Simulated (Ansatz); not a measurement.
Reaction R1 → P1, each structure at its B3LYP-D3(BJ)/def2-TZVP stationary point, reached from a drawn start; harmonic modes at that level show minima.
R1, C3H4 (SMILES C#CC) (charge 0, multiplicity 1):
```
atom    x (Å)    y (Å)    z (Å)
----  -------  -------  -------
C     -0.9378  -0.0919  -0.1248
C      0.4968   0.0487   0.0661
C      1.6803   0.1646   0.2235
H     -1.1656  -0.9655  -0.7387
H     -1.3529   0.7872  -0.6219
H     -1.4487  -0.2103   0.8329
H      2.7280   0.2672   0.3629
```
P1, C3H4 (SMILES C=C=C) (charge 0, multiplicity 1):
```xyz
7

C      1.3001     0.0085    -0.0004
C      0.0000     0.0000     0.0000
C     -1.3001    -0.0085     0.0004
H      1.8673    -0.6545    -0.6436
H      1.8590     0.6787     0.6426
H     -1.8675     0.6310    -0.6661
H     -1.8587    -0.6552     0.6672
```

P less R. No zero-point or thermal terms.

Frozen-core correlation throughout.

The values were computed with Ansatz (a first-principles code). All values are computed, each at the level named.

Total energies in hartree:

```csv
structure,PBE/def2-TZVPP,r2SCAN/def2-TZVPP,CCSD(T)/cc-pVQZ
R1,-116.535473,-116.621407,-116.468666
P1,-116.540499,-116.625411,-116.466521
```

Work out the reaction energy at each level in kJ/mol (1 hartree = 2625.49964 kJ/mol), and say how far PBE/def2-TZVPP lies from CCSD(T)/cc-pVQZ.


- PBE/def2-TZVPP: (-116.540499) − (-116.535473) = -0.005026 hartree = -13.2 kJ/mol
- r2SCAN/def2-TZVPP: (-116.625411) − (-116.621407) = -0.004004 hartree = -10.5 kJ/mol
- CCSD(T)/cc-pVQZ: (-116.466521) − (-116.468666) = 0.002145 hartree = 5.6 kJ/mol
PBE/def2-TZVPP less CCSD(T)/cc-pVQZ: -18.8 kJ/mol, and the two differ in sign. CCSD(T)/cc-pVQZ is the level counted from, the highest shown, and no exact or measured value.
